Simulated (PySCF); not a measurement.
C7H8Se.
Atom-mapped SMILES: `[CH:1]#[C:2][CH2:3][Se:4][C:5](=[CH2:6])[CH:7]=[CH2:8]` (hydrogens: H9 on C1; H10, H11 on C3; H12, H13 on C6; H14 on C7; H15, H16 on C8)

Computed with PySCF at CAM-B3LYP/def2-SVPD, non-relativistic, on one gas-phase PBE0-D3(BJ)/def2-SVP geometry that isn't relaxed in the solvent. The solvent is an IEF-PCM continuum (cavity from Bondi-type radii × 1.2), and excitations are vertical TDDFT with non-equilibrium linear response and a frozen core. Only the electrostatic response of the medium enters. Spin–orbit coupling is left out although an atom past zinc is present.

Gas-phase singlets (H = HOMO, L = LUMO):

| state | E (eV) | λ (nm) | f | leading configurations |
| --- | --- | --- | --- | --- |
| S1 | 4.699 | 264 | 0.021 | H→L+1 60%, H→L 24% |
| S2 | 4.787 | 259 | 0.066 | H→L 68%, H→L+1 21% |
| S3 | 5.539 | 224 | 0.014 | H→L+2 82% |
| S4 | 5.881 | 211 | 0.344 | H-1→L 89% |
| S5 | 6.144 | 202 | 0.002 | H-3→L+1 34%, H-3→L+2 9%, H→L+3 8% |

Q: How does the list change in cyclohexane (ε = 2.017)?

A: 
```csv
state,E (eV),λ (nm),f,leading configurations,change by rank (eV)
S1,4.704,264,0.085,"H→L 58%, H→L+1 31%",+0.005
S2,4.786,259,0.062,"H→L+1 49%, H→L 37%",-0.001
S3,5.565,223,0.018,H→L+2 80%,+0.026
S4,5.731,216,0.449,H-1→L 92%,-0.150
S5,6.156,201,0.003,"H-3→L+1 36%, H→L+3 9%, H-1→L+1 9%",+0.012
```

Q: Give the list for dichloromethane (ε = 8.93), n² = 2.03.

A: 
| state | E (eV) | λ (nm) | f | leading configurations | change by rank (eV) |
| --- | --- | --- | --- | --- | --- |
| S1 | 4.750 | 261 | 0.102 | H→L 67%, H→L+1 23% | +0.051 |
| S2 | 4.847 | 256 | 0.051 | H→L+1 56%, H→L 28% | +0.060 |
| S3 | 5.626 | 220 | 0.021 | H→L+2 78% | +0.087 |
| S4 | 5.740 | 216 | 0.440 | H-1→L 92% | -0.141 |
| S5 | 6.173 | 201 | 0.004 | H-3→L+1 41%, H-1→L+1 9% | +0.029 |

Q: The ground-state energy changes by -0.205 eV from gas to dichloromethane. By how much does the total energy of gas-phase S3 change?

A: E(S3) = E(S0) + excitation energy, so it changes by -0.205 + 0.087 = -0.118 eV: it is lowered less than the ground state, which is what a blue shift means. This is the vertical state, with the slow part of the continuum still set for S0.

Q: How do the frontier levels move from gas to dichloromethane?

A: 
```
orbital  gas (eV)  solvent (eV)  change (eV)
 LUMO+2      0.98          1.04        +0.06
 LUMO+1      0.72          0.75        +0.03
   LUMO     -0.02         -0.01        +0.01
   HOMO     -7.49         -7.55        -0.06
 HOMO-1     -8.56         -8.58        -0.02
 HOMO-2     -9.19         -9.22        -0.03
 HOMO-3     -9.39         -9.40        -0.01
```

The HOMO–LUMO gap goes from 7.47 to 7.54 eV.

The values belong to the conformer `[CH:1]#[C:2][CH2:3][Se:4][C:5](=[CH2:6])[CH:7]=[CH2:8]`: C2–C3–Se4–C5 -79°, C3–Se4–C5–C6 16°, Se4–C5–C7–C8 6°.
